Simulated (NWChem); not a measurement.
System: P2H3, doublet; SMILES [PH]P

The following NWChem deck was run.

```
start job
memory heap 200 mb stack 900 mb global 1100 mb
geometry units angstroms noautoz
  P     -0.072652    -1.155214    -0.144790
  P     -0.014256     1.047162    -0.101654
  H      1.367007    -1.225262    -0.020366
  H      0.559747     1.255103     1.205044
  H     -1.373426     1.242830     0.326593
end
basis spherical
  * library def2-svp
end
dft
  odft
  mult 2
  xc pbe0
  iterations 150
  mulliken
end
task dft energy
```

NWChem printed, in part:

```
             Northwest Computational Chemistry Package (NWChem) 7.3.0
             --------------------------------------------------------

 C1  symmetry detected

                             Geometry "geometry" -> ""
                             -------------------------

 Output coordinates in angstroms (scale by  1.889725989 to convert to a.u.)

  No.       Tag          Charge          X              Y              Z
 ---- ---------------- ---------- -------------- -------------- --------------
    1 P                   15.0000    -0.06243436    -1.14664268    -0.01533797
    2 P                   15.0000     0.00325290     1.05480592    -0.08633158
    3 H                    1.0000     1.37855389    -1.22244345    -0.11932447
    4 H                    1.0000     0.77898396     1.31879396     1.10056782
    5 H                    1.0000    -1.26981590     1.28120094     0.54379989

 Effective nuclear repulsion energy (a.u.)      79.7683272785

                                 NWChem DFT Module
                                 -----------------

 Summary of "ao basis" -> "ao basis" (spherical)
 ------------------------------------------------------------------------------
       Tag                 Description            Shells   Functions and Types
 ---------------- ------------------------------  ------  ---------------------
 P                          def2-svp                 8       18   4s3p1d
 H                          def2-svp                 3        5   2s1p

            General Information
            -------------------
          SCF calculation type: DFT
          Wavefunction type:  spin polarized.
          No. of atoms     :     5
          No. of electrons :    33
           Alpha electrons :    17
            Beta electrons :    16
          Charge           :     0
          Spin multiplicity:     2
          Use of symmetry is: off; symmetry adaption is: off
          Maximum number of iterations: 150
          AO basis - number of functions:    51
                     number of shells:    25
          Convergence on energy requested:  1.00D-06
          Convergence on density requested:  1.00D-05
          Convergence on gradient requested:  5.00D-04

              XC Information
              --------------
                         PBE0 Method XC Functional
                     Hartree-Fock (Exact) Exchange  0.250
          PerdewBurkeErnzerhof Exchange Functional  0.750
            Perdew 1991 LDA Correlation Functional  1.000 local
           PerdewBurkeErnz. Correlation Functional  1.000 non-local

             Grid Information
             ----------------
          Grid used for XC integration:  medium
          Radial quadrature: Mura-Knowles
          Angular quadrature: Lebedev.
          Tag              B.-S. Rad. Rad. Pts. Rad. Cut. Ang. Pts.
          ---              ---------- --------- --------- ---------
          P                   1.00       88           9.0       590
          H                   0.35       45          10.0       434
          Grid pruning is: on
          Number of quadrature shells:   311
          Spatial weights used:  Erf1

      Superposition of Atomic Density Guess
      -------------------------------------

 Sum of atomic energies:        -682.57315768

      Non-variational initial energy
      ------------------------------

 Total energy =    -682.905447
 1-e energy   =   -1103.034530
 2-e energy   =     340.360756
 HOMO         =      -0.156439
 LUMO         =       0.079578

     ---------------------------------------------
      Total Density - Mulliken Population Analysis
     ---------------------------------------------

    Atom       Charge   Shell Charges
 -----------   ------   -------------------------------------------------------
    1 P   15    15.12   2.00  1.99  1.22  0.63  5.93  1.26  2.03  0.05
    2 P   15    15.01   2.00  1.99  1.16  0.56  5.93  1.33  1.96  0.08
    3 H    1     0.98   0.65  0.31  0.02
    4 H    1     0.94   0.63  0.29  0.02
    5 H    1     0.95   0.65  0.29  0.02

     --------------------------------------------
      Spin Density - Mulliken Population Analysis
     --------------------------------------------

    Atom       Charge   Shell Charges
 -----------   ------   -------------------------------------------------------
    1 P   15     0.80   0.00  0.00  0.00  0.00  0.01  0.25  0.54  0.00
    2 P   15     0.14   0.00  0.00  0.02  0.02  0.00  0.04  0.05  0.01
    3 H    1     0.00   0.00  0.00  0.00
    4 H    1     0.04   0.03  0.01  0.00
    5 H    1     0.01   0.01  0.00  0.00

   convergence    iter        energy       DeltaE   RMS-Dens  Diis-err
 ---------------- ----- ----------------- --------- --------- ---------
 d= 0,ls=0.0,diis     1   -683.9679476217 -7.64D+02  5.18D-03  3.63D-02
                                                     4.71D-03  3.54D-02
 d= 0,ls=0.0,diis     2   -683.9851063917 -1.72D-02  3.25D-03  7.01D-03
                                                     3.07D-03  6.01D-03
 d= 0,ls=0.0,diis     3   -683.9887987702 -3.69D-03  1.18D-03  2.05D-03
                                                     1.30D-03  2.20D-03
 d= 0,ls=0.0,diis     4   -683.9904396822 -1.64D-03  3.07D-04  1.71D-04
                                                     2.52D-04  9.68D-05
 d= 0,ls=0.0,diis     5   -683.9905496891 -1.10D-04  8.35D-05  3.61D-06
                                                     1.63D-04  7.75D-06
  Resetting Diis
 d= 0,ls=0.0,diis     6   -683.9905640394 -1.44D-05  4.68D-05  2.01D-06
                                                     4.89D-05  1.05D-06
 d= 0,ls=0.0,diis     7   -683.9905663713 -2.33D-06  1.52D-05  1.27D-07
                                                     1.91D-05  1.17D-07
 d= 0,ls=0.0,diis     8   -683.9905666294 -2.58D-07  6.58D-06  6.71D-08
                                                     7.84D-06  5.65D-08

         Total DFT energy =     -683.990566629419
      One electron energy =    -1104.141211172893
           Coulomb energy =      387.651867801677
    Exchange-Corr. energy =      -47.269550536726
 Nuclear repulsion energy =       79.768327278522

 Numeric. integr. density =       33.000007207980

                    DFT Final Alpha Molecular Orbital Analysis
                    ------------------------------------------

 Vector   15  Occ=1.000000D+00  E=-3.430412D-01
              MO Center=  9.4D-02, -2.6D-01,  5.1D-02, r^2= 3.1D+00
   Bfn.  Coefficient  Atom+Function         Bfn.  Coefficient  Atom+Function
  ----- ------------  ---------------      ----- ------------  ---------------
     4      0.256829  1 P  s                 31      0.251443  2 P  pz
     3      0.244317  1 P  s                 21     -0.219455  2 P  s
    28      0.220071  2 P  pz                11     -0.216530  1 P  px
     8     -0.214875  1 P  px                37     -0.214329  3 H  s
    13      0.195996  1 P  pz                22     -0.189718  2 P  s

 Vector   16  Occ=1.000000D+00  E=-2.904457D-01
              MO Center= -6.1D-02, -3.2D-01, -1.9D-01, r^2= 3.2D+00
   Bfn.  Coefficient  Atom+Function         Bfn.  Coefficient  Atom+Function
  ----- ------------  ---------------      ----- ------------  ---------------
    30      0.282449  2 P  py                13     -0.264999  1 P  pz
    12     -0.262983  1 P  py                 4      0.241173  1 P  s
     9     -0.237140  1 P  py                27      0.223572  2 P  py
    31     -0.196974  2 P  pz                10     -0.182114  1 P  pz
     3      0.175162  1 P  s                 11     -0.172682  1 P  px

 Vector   17  Occ=1.000000D+00  E=-2.365259D-01
              MO Center=  1.5D-02, -3.5D-01, -4.0D-02, r^2= 3.3D+00
   Bfn.  Coefficient  Atom+Function         Bfn.  Coefficient  Atom+Function
  ----- ------------  ---------------      ----- ------------  ---------------
    13      0.581583  1 P  pz                10      0.381580  1 P  pz
    22      0.253155  2 P  s                 31     -0.241813  2 P  pz
     7     -0.208760  1 P  pz                21      0.191154  2 P  s
    28     -0.189805  2 P  pz                42     -0.149352  4 H  s
    30      0.144676  2 P  py                43     -0.133763  4 H  s

 Vector   18  Occ=0.000000D+00  E= 9.077794D-03
              MO Center=  2.6D-02, -1.4D-01,  4.9D-03, r^2= 4.0D+00
   Bfn.  Coefficient  Atom+Function         Bfn.  Coefficient  Atom+Function
  ----- ------------  ---------------      ----- ------------  ---------------
    12      0.911911  1 P  py                30      0.858355  2 P  py
    22     -0.549086  2 P  s                  4      0.309212  1 P  s
    43      0.298955  4 H  s                  9      0.274308  1 P  py
    27      0.257874  2 P  py                21     -0.248608  2 P  s
    38      0.236432  3 H  s                 11     -0.232483  1 P  px

 Vector   19  Occ=0.000000D+00  E= 3.019371D-02
              MO Center=  4.7D-01,  3.5D-01,  2.1D-01, r^2= 4.4D+00
   Bfn.  Coefficient  Atom+Function         Bfn.  Coefficient  Atom+Function
  ----- ------------  ---------------      ----- ------------  ---------------
    43      1.001147  4 H  s                 38      0.824247  3 H  s
    31     -0.665956  2 P  pz                11     -0.555005  1 P  px
     4     -0.481270  1 P  s                 30     -0.462474  2 P  py
    29     -0.415611  2 P  px                22     -0.405661  2 P  s
     3     -0.341668  1 P  s                 42      0.214777  4 H  s

 Vector   20  Occ=0.000000D+00  E= 3.551448D-02
              MO Center= -2.6D-01,  5.9D-01,  1.2D-01, r^2= 4.2D+00
   Bfn.  Coefficient  Atom+Function         Bfn.  Coefficient  Atom+Function
  ----- ------------  ---------------      ----- ------------  ---------------
    48      1.108452  5 H  s                 29      1.014158  2 P  px
    38      0.597430  3 H  s                 11     -0.576206  1 P  px
    22     -0.421163  2 P  s                 43     -0.312177  4 H  s
    26      0.226089  2 P  px                47      0.221184  5 H  s
     4     -0.218055  1 P  s                 21     -0.193795  2 P  s

                     DFT Final Beta Molecular Orbital Analysis
                     -----------------------------------------

 Vector   14  Occ=1.000000D+00  E=-3.625725D-01
              MO Center=  1.9D-02,  1.3D-02,  2.5D-02, r^2= 3.0D+00
   Bfn.  Coefficient  Atom+Function         Bfn.  Coefficient  Atom+Function
  ----- ------------  ---------------      ----- ------------  ---------------
    37      0.265531  3 H  s                 47      0.266817  5 H  s
    27      0.216869  2 P  py                30      0.205731  2 P  py
     9     -0.201192  1 P  py                12     -0.180936  1 P  py
     8      0.171285  1 P  px                38      0.165383  3 H  s
    48      0.160887  5 H  s                 26     -0.143966  2 P  px

 Vector   15  Occ=1.000000D+00  E=-3.249888D-01
              MO Center=  3.6D-02, -1.9D-01, -1.2D-02, r^2= 3.2D+00
   Bfn.  Coefficient  Atom+Function         Bfn.  Coefficient  Atom+Function
  ----- ------------  ---------------      ----- ------------  ---------------
     3      0.288418  1 P  s                 31      0.279625  2 P  pz
     4      0.272744  1 P  s                 21     -0.236684  2 P  s
    28      0.233101  2 P  pz                11     -0.228742  1 P  px
     8     -0.214513  1 P  px                22     -0.202474  2 P  s
    37     -0.197736  3 H  s                 42      0.195683  4 H  s

 Vector   16  Occ=1.000000D+00  E=-2.716000D-01
              MO Center= -5.9D-02,  8.8D-02, -1.9D-01, r^2= 3.4D+00
   Bfn.  Coefficient  Atom+Function         Bfn.  Coefficient  Atom+Function
  ----- ------------  ---------------      ----- ------------  ---------------
    30     -0.298059  2 P  py                31      0.284721  2 P  pz
    12      0.271262  1 P  py                 9      0.232538  1 P  py
    27     -0.231339  2 P  py                 4     -0.217491  1 P  s
    28      0.193563  2 P  pz                22     -0.189113  2 P  s
    21     -0.184537  2 P  s                  3     -0.176095  1 P  s

 Vector   17  Occ=0.000000D+00  E=-1.058189D-01
              MO Center= -8.6D-03, -8.2D-01,  4.9D-03, r^2= 2.7D+00
   Bfn.  Coefficient  Atom+Function         Bfn.  Coefficient  Atom+Function
  ----- ------------  ---------------      ----- ------------  ---------------
    13      0.690585  1 P  pz                10      0.377862  1 P  pz
    22      0.230921  2 P  s                  7     -0.221738  1 P  pz
    43     -0.180371  4 H  s                 42     -0.138045  4 H  s
    30      0.118289  2 P  py                21      0.105011  2 P  s
    28     -0.095575  2 P  pz                31     -0.082057  2 P  pz

 Vector   18  Occ=0.000000D+00  E= 1.747304D-02
              MO Center=  5.0D-02, -1.8D-01,  2.8D-02, r^2= 4.0D+00
   Bfn.  Coefficient  Atom+Function         Bfn.  Coefficient  Atom+Function
  ----- ------------  ---------------      ----- ------------  ---------------
    12      0.872039  1 P  py                30      0.790277  2 P  py
    22     -0.534191  2 P  s                 43      0.389089  4 H  s
    38      0.341814  3 H  s                 11     -0.311079  1 P  px
    29     -0.278776  2 P  px                 9      0.267037  1 P  py
    21     -0.249212  2 P  s                 27      0.234716  2 P  py

 Vector   19  Occ=0.000000D+00  E= 3.740602D-02
              MO Center=  2.7D-01,  7.6D-01,  2.2D-01, r^2= 3.8D+00
   Bfn.  Coefficient  Atom+Function         Bfn.  Coefficient  Atom+Function
  ----- ------------  ---------------      ----- ------------  ---------------
    43      1.052575  4 H  s                 29     -0.727419  2 P  px
    31     -0.595646  2 P  pz                30     -0.506505  2 P  py
    38      0.472915  3 H  s                  4     -0.360733  1 P  s
    12     -0.307643  1 P  py                48     -0.304143  5 H  s
     3     -0.298465  1 P  s                 42      0.241973  4 H  s

     ---------------------------------------------
      Total Density - Mulliken Population Analysis
     ---------------------------------------------

    Atom       Charge   Shell Charges
 -----------   ------   -------------------------------------------------------
    1 P   15    15.02   2.00  1.99  1.27  0.60  5.92  1.39  1.78  0.07
    2 P   15    15.05   2.00  1.98  1.22  0.53  5.92  1.47  1.81  0.11
    3 H    1     0.99   0.71  0.26  0.02
    4 H    1     0.97   0.71  0.24  0.02
    5 H    1     0.97   0.71  0.24  0.02

     --------------------------------------------
      Spin Density - Mulliken Population Analysis
     --------------------------------------------

    Atom       Charge   Shell Charges
 -----------   ------   -------------------------------------------------------
    1 P   15     0.97   0.00  0.00  0.00  0.04  0.01  0.35  0.57  0.00
    2 P   15     0.01   0.00  0.00  0.01  0.00  0.00  0.01 -0.02  0.01
    3 H    1    -0.03  -0.02 -0.02  0.00
    4 H    1     0.04   0.03  0.01 -0.00
    5 H    1     0.01   0.01  0.00 -0.00

     -------------------------------------------
      Total Density - Lowdin Population Analysis
     -------------------------------------------

    Atom       Charge   Shell Charges
 -----------   ------   -------------------------------------------------------
    1 P   15    14.97   2.00  1.96  1.01  0.69  5.80  1.47  1.94  0.10
    2 P   15    14.89   2.00  1.95  0.92  0.59  5.81  1.52  1.97  0.14
    3 H    1     1.06   0.63  0.38  0.05
    4 H    1     1.04   0.63  0.37  0.05
    5 H    1     1.05   0.63  0.37  0.05

     ------------------------------------------
      Spin Density - Lowdin Population Analysis
     ------------------------------------------

[...]
```

Level: PBE0/def2-SVP, spin-unrestricted. Coordinates come from a PBE-D3(BJ)/def2-SVP, spin-unrestricted optimisation. No stability test was run on the SCF state.
